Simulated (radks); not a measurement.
Fractional charge and spin in the 4s shell of gallium: the spin-up occupation runs from 0 to 1 and the spin-down occupation from 0 to 1; the fullest corner is Ga+, [Ar] 3d10 4s(up 1, down 1). Method: scalar-relativistic Kohn-Sham, LDA (Slater exchange, Perdew-Wang correlation), spin-polarised, spherical densities, finite nucleus; Fermi nuclear charge, rms radius of each element as measured or else 0.836 A^(1/3) + 0.57 fm; computed with a radial shooting solver on a logarithmic mesh with Libxc functionals. Energy (eV) above the fullest corner. The planes named below are the two flat planes that join the four corners, with an edge along up + down = one added electron.

down \ up,0,0.25,0.5,0.75,1
0,53.094,44.205,35.912,28.233,21.170
0.25,44.205,36.011,28.412,21.417,15.029
0.5,35.912,28.412,21.498,15.178,9.452
0.75,28.233,21.417,15.178,9.521,4.443
1,21.170,15.029,9.452,4.443,0.000

Corners above the fullest one (they belong to Ga2+ and the next ion): (up 1, down 0) 21.170 eV, (up 0, down 1) 21.170 eV, (up 0, down 0) 53.094 eV. With half an added electron in each spin the energy lies 0.328 eV from the planes (fractional-spin error, the static-correlation error of a stretched bond), and with half an added electron in spin up alone -1.220 eV (fractional-charge error). For a frontier s shell over closed shells the exact functional lies on the planes.
